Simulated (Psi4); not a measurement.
C$_{2}$H$_{7}$ClGaNO (SMILES CC[O][Ga]([NH2])[Cl]), singlet, geometry from GFN2-xTB (such geometries of metal compounds can be far from the true shape); Psi4 with CAM-B3LYP/6-31G*.

Psi4 was given this input:
```
memory 2 GB

molecule mol {
0 1
Ga    0.085596    0.209162    0.596965
Cl   -1.447440   -1.204143    0.715812
O     0.873126    0.769044   -0.863550
C     0.884336    0.511149   -2.250091
C    -0.026684   -0.640257   -2.653251
H     0.575193    1.428486   -2.766946
H     1.919216    0.283644   -2.535358
H    -1.057502   -0.405773   -2.383815
H     0.033406   -0.811309   -3.725487
H     0.276404   -1.547046   -2.126527
N     0.901541    0.962372    2.064281
H     0.321987    1.127218    2.881030
H     1.442602    1.796892    1.860866
}

set {
  basis 6-31g*
  reference rks
}

energy('cam-b3lyp')
print_variables()
```

Question: Write the output that Psi4 gives for this input, abridged.

Answer: 
```
   => Loading Basis Set <=

    Name: 6-31G*
    Role: ORBITAL
    Keyword: BASIS

         ---------------------------------------------------------
                                   SCF
               by Justin Turney, Rob Parrish, Andy Simmonett
                          and Daniel G. A. Smith
                              RKS Reference
         ---------------------------------------------------------

  ==> Geometry <==

    Molecular point group: c1
    Full point group: C1

    Geometry (in Angstrom), charge = 0, multiplicity = 1:

       Center              X                  Y                   Z               Mass
    ------------   -----------------  -----------------  -----------------  -----------------
         GA           0.111634852133     0.218719383664     0.514720624640    68.925573500000
         CL          -1.421401147867    -1.194585616336     0.633567624640    34.968852682000
         O            0.899164852133     0.778601383664    -0.945794375360    15.994914619570
         C            0.910374852133     0.520706383664    -2.332335375360    12.000000000000
         C           -0.000645147867    -0.630699616336    -2.735495375360    12.000000000000
         H            0.601231852133     1.438043383664    -2.849190375360     1.007825032230
         H            1.945254852133     0.293201383664    -2.617602375360     1.007825032230
         H           -1.031463147867    -0.396215616336    -2.466059375360     1.007825032230
         H            0.059444852133    -0.801751616336    -3.807731375360     1.007825032230
         H            0.302442852133    -1.537488616336    -2.208771375360     1.007825032230
         N            0.927579852133     0.971929383664     1.982036624640    14.003074004430
         H            0.348025852133     1.136775383664     2.798785624640     1.007825032230
         H            1.468640852133     1.806449383664     1.778621624640     1.007825032230

  Running in c1 symmetry.

  Rotational constants: A =      0.08473  B =      0.05239  C =      0.03288 [cm^-1]
  Rotational constants: A =   2540.00253  B =   1570.70737  C =    985.78210 [MHz]
  Nuclear repulsion =  562.419966451431605

  Charge       = 0
  Multiplicity = 1
  Electrons    = 82
  Nalpha       = 41
  Nbeta        = 41

  ==> Algorithm <==

  SCF Algorithm Type is DF.
  DIIS enabled.
  MOM disabled.
  Fractional occupation disabled.
  Guess Type is SAD.
  Energy threshold   = 1.00e-06
  Density threshold  = 1.00e-06
  Integral threshold = 1.00e-12

  ==> Primary Basis <==

  Basis Set: 6-31G*
    Blend: 6-31G*
    Number of shells: 58
    Number of basis functions: 128
    Number of Cartesian functions: 128
    Spherical Harmonics?: false
    Max angular momentum: 2

  ==> DFT Potential <==

   => LibXC <=

    Version 7.1.2
    S. Lehtola, C. Steigemann, M. J. T. Oliveira, and M. A. L. Marques,  SoftwareX 7, 1–5 (2018) (10.1016/j.softx.2017.11.002)

   => Composite Functional: CAM-B3LYP <=

    CAM-B3LYP Hyb-GGA Exchange-Correlation Functional

    T. Yanai, D. P. Tew, and N. C. Handy,  Chem. Phys. Lett. 393, 51 (2004) (10.1016/j.cplett.2004.06.011)

    Deriv               =              1
    GGA                 =           TRUE
    Meta                =          FALSE

    Exchange Hybrid     =           TRUE
    MP2 Hybrid          =          FALSE

   => Exchange Functionals <=

    0.3500         Becke 88 [omega = 0.3300]
    0.4600   Short-range recipe for B88 functional - erf [omega = 0.3300]

   => Exact (HF) Exchange <=

    0.4600            HF,LR [omega = 0.3300]
    0.1900               HF

   => Correlation Functionals <=

    0.1900   Vosko, Wilk & Nusair (VWN5)
    0.8100   Lee, Yang & Parr

   => LibXC Density Thresholds  <==

    XC_HYB_GGA_XC_CAM_B3LYP:  1.00E-14

   => Molecular Quadrature <=

    Radial Scheme          =       TREUTLER
    Pruning Scheme         =           NONE
    Nuclear Scheme         =       TREUTLER

    Blocking Scheme        =         OCTREE
    BS radius alpha        =              1
    Pruning alpha          =              1
    Radial Points          =             75
    Spherical Points       =            302
    Total Points           =         278336
    Total Blocks           =           2137
    Max Points             =            256
    Max Functions          =            124
    Weights Tolerance      =       1.00E-15

   => Loading Basis Set <=

    Name: (6-31G* AUX)
    Role: JKFIT
    Keyword: DF_BASIS_SCF

  ==> Integral Setup <==

  SCF_SUBTYPE=INCORE selected. In-core MEM_DF algorithm will be used.
  Using in-core AOs.

  ==> MemDFJK: Density-Fitted J/K Matrices <==

    J tasked:                   Yes
    K tasked:                   Yes
    wK tasked:                  Yes
    Omega:                3.300E-01
    Algorithm:                 Core
    Schwarz Cutoff:           1E-12
    Mask sparsity (%):       4.9072
    Fitting Condition:        1E-10

   => Auxiliary Basis Set <=

  Basis Set: (6-31G* AUX)
    Blend: CC-PVDZ-JKFIT
    Number of shells: 242
    Number of basis functions: 838
    Number of Cartesian functions: 838
    Spherical Harmonics?: false
    Max angular momentum: 3

  Minimum eigenvalue in the overlap matrix is 6.7803468948E-04.
  Reciprocal condition number of the overlap matrix is 9.5192653740E-05.
    Using symmetric orthogonalization.

  ==> Pre-Iterations <==

  SCF Guess: Superposition of Atomic Densities via on-the-fly atomic UHF (no occupation information).

   -------------------------
    Irrep   Nso     Nmo
   -------------------------
     A        128     128
   -------------------------
    Total     128     128
   -------------------------

  ==> Iterations <==

                           Total Energy        Delta E     RMS |[F,P]|

   @DF-RKS iter SAD: -2591.33930463732077   -2.59134e+03   0.00000e+00
   @DF-RKS iter   1: -2593.02617429336397   -1.68687e+00   2.50309e-02 ADIIS/DIIS
   @DF-RKS iter   2: -2544.88513288234526    4.81410e+01   6.97125e-02 ADIIS/DIIS
   @DF-RKS iter   3: -2594.69597536708852   -4.98108e+01   1.33659e-02 ADIIS/DIIS
   @DF-RKS iter   4: -2595.17188786071029   -4.75912e-01   1.76846e-03 ADIIS/DIIS
   @DF-RKS iter   5: -2595.18854043781039   -1.66526e-02   9.06866e-04 ADIIS/DIIS
   @DF-RKS iter   6: -2595.19372430786007   -5.18387e-03   2.17821e-04 ADIIS/DIIS
   @DF-RKS iter   7: -2595.19398680695576   -2.62499e-04   4.35413e-05 DIIS
   @DF-RKS iter   8: -2595.19399754365304   -1.07367e-05   2.13472e-05 DIIS
   @DF-RKS iter   9: -2595.19400001799340   -2.47434e-06   5.73528e-06 DIIS
   @DF-RKS iter  10: -2595.19400024769129   -2.29698e-07   1.29753e-06 DIIS
   @DF-RKS iter  11: -2595.19400027057281   -2.28815e-08   3.29924e-07 DIIS
  Energy and wave function converged.

  ==> Post-Iterations <==

   Electrons on quadrature grid:
      Ntotal   =   81.9999922001 ; deviation = -7.800e-06

    Orbital Energies [Eh]
    ---------------------

    Doubly Occupied:

[...]
    Virtual:

[...]
    Final Occupation by Irrep:
              A
    DOCC [    41 ]
    NA   [    41 ]
    NB   [    41 ]

  @DF-RKS Final Energy: -2595.19400027057281

   => Energetics <=

    Nuclear Repulsion Energy =            562.4199664514316055
    One-Electron Energy =               -4724.7388842810851202
    Two-Electron Energy =                1668.4328236966362056
    DFT Exchange-Correlation Energy =    -101.3079061375554772
    Empirical Dispersion Energy =           0.0000000000000000
    VV10 Nonlocal Energy =                  0.0000000000000000
    Total Energy =                      -2595.1940002705728148

Computation Completed

Properties will be evaluated at   0.000000,   0.000000,   0.000000 [a0]

Properties computed using the SCF density matrix

 Multipole Moments:

 ------------------------------------------------------------------------------------
     Multipole            Electronic (a.u.)      Nuclear  (a.u.)        Total (a.u.)
 ------------------------------------------------------------------------------------

 L = 1.  Multiply by 2.5417464519 to convert [e a0] to [Debye]
 Dipole X            :         -4.0202735            4.0349335            0.0146601
 Dipole Y            :         -0.9355363            1.4810095            0.5454732
 Dipole Z            :         12.5457812          -12.7443919           -0.1986108
 Magnitude           :                                                    0.5806911

 ------------------------------------------------------------------------------------

  Variable Map:
  ----------------------------------------------------------------------------
[...]
  Array Variable Map:
  ----------------------------------------------------------------------------
[...]
[...]
```
